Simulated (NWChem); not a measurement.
System: GeH$_{4}$TeO; SMILES O[Te][GeH3]

Here is an NWChem input.

```
start job
memory heap 200 mb stack 900 mb global 1100 mb
geometry units angstroms noautoz
  Te     0.328219     0.880696     0.215743
  O     -1.600076     1.280938    -0.216353
  H     -2.057839     1.318956     0.633566
  Ge    -0.019029    -1.657105     0.061378
  H      1.338453    -2.321434     0.361144
  H     -1.064761    -2.099002     1.101008
  H     -0.500244    -2.031447    -1.349897
end
basis spherical
  * library 3-21g
end
dft
  xc hfexch
  iterations 150
  mulliken
end
task dft energy
```

Parts of the log:

```
             Northwest Computational Chemistry Package (NWChem) 7.3.0
             --------------------------------------------------------

 C1  symmetry detected

                             Geometry "geometry" -> ""
                             -------------------------

 Output coordinates in angstroms (scale by  1.889725989 to convert to a.u.)

  No.       Tag          Charge          X              Y              Z
 ---- ---------------- ---------- -------------- -------------- --------------
    1 Te                  52.0000     0.30467793     0.91022594    -0.00347264
    2 O                    8.0000    -1.67930774     1.26391858    -0.06611919
    3 H                    1.0000    -1.96485679     1.32565617     0.85475260
    4 Ge                  32.0000    -0.00849230    -1.63668731    -0.00445841
    5 H                    1.0000     1.39597488    -2.26810550     0.04782012
    6 H                    1.0000    -0.82325541    -2.05686338     1.23217900
    7 H                    1.0000    -0.74489923    -2.06979090    -1.28255193

 Effective nuclear repulsion energy (a.u.)     574.5554534604

  xc_inp: hfexch multiplicative factor not found.

                                 NWChem DFT Module
                                 -----------------

 Summary of "ao basis" -> "ao basis" (spherical)
 ------------------------------------------------------------------------------
       Tag                 Description            Shells   Functions and Types
 ---------------- ------------------------------  ------  ---------------------
 Te                          3-21g                  13       31   6s5p2d
 O                           3-21g                   5        9   3s2p
 H                           3-21g                   2        2   2s
 Ge                          3-21g                  10       22   5s4p1d

            General Information
            -------------------
          SCF calculation type: DFT
          Wavefunction type:  closed shell.
          No. of atoms     :     7
          No. of electrons :    96
           Alpha electrons :    48
            Beta electrons :    48
          Charge           :     0
          Spin multiplicity:     1
          Use of symmetry is: off; symmetry adaption is: off
          Maximum number of iterations: 150
          AO basis - number of functions:    70
                     number of shells:    36
          Convergence on energy requested:  1.00D-06
          Convergence on density requested:  1.00D-05
          Convergence on gradient requested:  5.00D-04

              XC Information
              --------------
                     Hartree-Fock (Exact) Exchange  1.000

      Superposition of Atomic Density Guess
      -------------------------------------

 Sum of atomic energies:       -8724.33371035

      Non-variational initial energy
      ------------------------------

 Total energy =   -8724.902743
 1-e energy   =  -13202.787817
 2-e energy   =    3903.329621
 HOMO         =      -0.225659
 LUMO         =      -0.057770

     ---------------------------------------------
      Total Density - Mulliken Population Analysis
     ---------------------------------------------

    Atom       Charge   Shell Charges
 -----------   ------   -------------------------------------------------------
    1 Te  52    51.67   2.00  2.00  6.00  2.00  6.00  2.00  5.96  0.97  2.06  0.92  1.77 10.00 10.00
    2 O    8     8.99   1.99  0.44  2.23  1.45  2.88
    3 H    1     0.51   0.33  0.18
    4 Ge  32    31.56   2.00  2.00  5.99  2.00  5.95  0.75  1.38  0.65  0.86  9.98
    5 H    1     1.08   0.39  0.70
    6 H    1     1.10   0.39  0.70
    7 H    1     1.10   0.39  0.70

   convergence    iter        energy       DeltaE   RMS-Dens  Diis-err
 ---------------- ----- ----------------- --------- --------- ---------
 d= 0,ls=0.0,diis     1  -8724.7227424288 -9.30D+03  9.72D-03  3.34D-01
 d= 0,ls=0.0,diis     2  -8724.7591567400 -3.64D-02  2.84D-03  1.28D-01
 d= 0,ls=0.0,diis     3  -8724.7701456617 -1.10D-02  8.93D-04  1.99D-03
 d= 0,ls=0.0,diis     4  -8724.7706126220 -4.67D-04  2.51D-04  8.42D-05
 d= 0,ls=0.0,diis     5  -8724.7706403681 -2.77D-05  1.01D-04  7.23D-06
  Resetting Diis
 d= 0,ls=0.0,diis     6  -8724.7706439348 -3.57D-06  4.01D-05  6.65D-07
 d= 0,ls=0.0,diis     7  -8724.7706444594 -5.25D-07  1.00D-05  9.73D-08
 d= 0,ls=0.0,diis     8  -8724.7706445212 -6.18D-08  1.06D-05  3.35D-08
 d= 0,ls=0.0,diis     9  -8724.7706445534 -3.22D-08  4.61D-06  9.11D-09

         Total DFT energy =    -8724.770644553424
      One electron energy =   -13202.088534488961
           Coulomb energy =     4158.600696464836
    Exchange-Corr. energy =     -255.838259989678
 Nuclear repulsion energy =      574.555453460378

 Numeric. integr. density =        0.000000000000

                       DFT Final Molecular Orbital Analysis
                       ------------------------------------

 Vector   46  Occ=2.000000D+00  E=-4.664629D-01
              MO Center= -5.5D-01,  2.8D-01, -3.1D-02, r^2= 4.8D+00
   Bfn.  Coefficient  Atom+Function         Bfn.  Coefficient  Atom+Function
  ----- ------------  ---------------      ----- ------------  ---------------
    38      0.367765  2 O  px                15     -0.282532  1 Te px
    34      0.282517  2 O  px                66      0.260375  5 H  s
    11      0.209168  1 Te px                39     -0.191252  2 O  py
    40      0.174019  2 O  pz                18     -0.167950  1 Te s
    53      0.156041  4 Ge px                35     -0.152947  2 O  py

 Vector   47  Occ=2.000000D+00  E=-3.713940D-01
              MO Center=  5.5D-02,  3.7D-01, -9.1D-03, r^2= 4.0D+00
   Bfn.  Coefficient  Atom+Function         Bfn.  Coefficient  Atom+Function
  ----- ------------  ---------------      ----- ------------  ---------------
    16      0.436371  1 Te py                12     -0.312344  1 Te py
    54     -0.313086  4 Ge py                39     -0.253469  2 O  py
    18      0.247066  1 Te s                 20      0.218274  1 Te py
    35     -0.191229  2 O  py                15      0.184582  1 Te px
    19      0.167296  1 Te px                50      0.152804  4 Ge py

 Vector   48  Occ=2.000000D+00  E=-3.180166D-01
              MO Center=  2.0D-01,  8.0D-01,  7.6D-03, r^2= 2.9D+00
   Bfn.  Coefficient  Atom+Function         Bfn.  Coefficient  Atom+Function
  ----- ------------  ---------------      ----- ------------  ---------------
    17      0.586709  1 Te pz                21      0.530547  1 Te pz
    13     -0.435517  1 Te pz                 9      0.193431  1 Te pz
    70      0.148729  7 H  s                 68     -0.143108  6 H  s
    40     -0.130625  2 O  pz                36     -0.103077  2 O  pz
    42     -0.087744  3 H  s                 37      0.085019  2 O  s

 Vector   49  Occ=0.000000D+00  E= 6.721455D-02
              MO Center= -9.4D-02,  4.4D-01,  6.2D-03, r^2= 5.0D+00
   Bfn.  Coefficient  Atom+Function         Bfn.  Coefficient  Atom+Function
  ----- ------------  ---------------      ----- ------------  ---------------
    20      0.756269  1 Te py                58      0.612582  4 Ge py
    56      0.507007  4 Ge s                 19     -0.475984  1 Te px
    37     -0.405865  2 O  s                 18     -0.313091  1 Te s
    38     -0.312866  2 O  px                66      0.253666  5 H  s
    57     -0.222430  4 Ge px                15     -0.220043  1 Te px

 Vector   50  Occ=0.000000D+00  E= 1.071535D-01
              MO Center=  6.1D-02, -5.5D-01,  4.7D-03, r^2= 6.0D+00
   Bfn.  Coefficient  Atom+Function         Bfn.  Coefficient  Atom+Function
  ----- ------------  ---------------      ----- ------------  ---------------
    58      1.087525  4 Ge py                18     -0.918453  1 Te s
    20      0.785903  1 Te py                56      0.672869  4 Ge s
    19      0.556282  1 Te px                37      0.348723  2 O  s
    57      0.296358  4 Ge px                38      0.263963  2 O  px
    10      0.212463  1 Te s                 16      0.212269  1 Te py

 Vector   51  Occ=0.000000D+00  E= 1.794079D-01
              MO Center=  3.2D-01, -1.5D+00, -1.6D-02, r^2= 4.7D+00
   Bfn.  Coefficient  Atom+Function         Bfn.  Coefficient  Atom+Function
  ----- ------------  ---------------      ----- ------------  ---------------
    59      1.596558  4 Ge pz                68     -1.061490  6 H  s
    70      1.007364  7 H  s                 21     -0.359162  1 Te pz
    55      0.161376  4 Ge pz                57     -0.116457  4 Ge px
    17     -0.110515  1 Te pz                51     -0.094750  4 Ge pz
    13      0.090774  1 Te pz                67     -0.087213  6 H  s

     ---------------------------------------------
      Total Density - Mulliken Population Analysis
     ---------------------------------------------

    Atom       Charge   Shell Charges
 -----------   ------   -------------------------------------------------------
    1 Te  52    51.67   2.00  2.00  6.00  2.00  6.00  2.00  5.96  0.98  2.24  0.93  1.58 10.00 10.00
    2 O    8     8.78   1.99  0.42  2.05  1.52  2.81
    3 H    1     0.62   0.43  0.19
    4 Ge  32    31.49   2.00  2.00  5.99  2.00  5.96  0.75  1.65  0.58  0.59  9.98
    5 H    1     1.16   0.41  0.75
    6 H    1     1.15   0.41  0.74
    7 H    1     1.14   0.41  0.73

     -------------------------------------------
      Total Density - Lowdin Population Analysis
     -------------------------------------------

    Atom       Charge   Shell Charges
 -----------   ------   -------------------------------------------------------
    1 Te  52    51.67   2.00  2.00  6.00  1.98  5.97  1.99  5.73  0.96  2.27  0.83  1.94 10.00  9.99
    2 O    8     8.59   1.98  0.59  2.05  1.14  2.83
    3 H    1     0.76   0.45  0.32
    4 Ge  32    31.70   2.00  1.99  5.99  1.98  5.84  0.64  1.58  0.52  1.18  9.98
    5 H    1     1.09   0.43  0.66
    6 H    1     1.10   0.43  0.67
    7 H    1     1.09   0.43  0.66

     Multipole analysis of the density
     ---------------------------------

     L   x y z        total         alpha         beta         nuclear
     -   - - -        -----         -----         ----         -------
     0   0 0 0     -0.000000    -48.000000    -48.000000     96.000000

     1   1 0 0      0.367070      0.183535      0.183535     -0.000000
     1   0 1 0     -0.556736     -0.278368     -0.278368      0.000000
     1   0 0 1      0.680663      0.340332      0.340332      0.000000

     2   2 0 0    -41.369958    -82.164467    -82.164467    122.958977
     2   1 1 0      0.228760      8.417434      8.417434    -16.606107
     2   1 0 1     -2.798408      0.095764      0.095764     -2.989936
     2   0 2 0    -40.714765   -300.683692   -300.683692    560.652618
     2   0 1 1      1.954987      0.003625      0.003625      1.947736
     2   0 0 2    -41.196159    -27.619382    -27.619382     14.042605
```

Level: Hartree-Fock/3-21G, non-relativistic. All runs use the structure optimised with PBE0/def2-SVP (def2 core potentials past Kr).
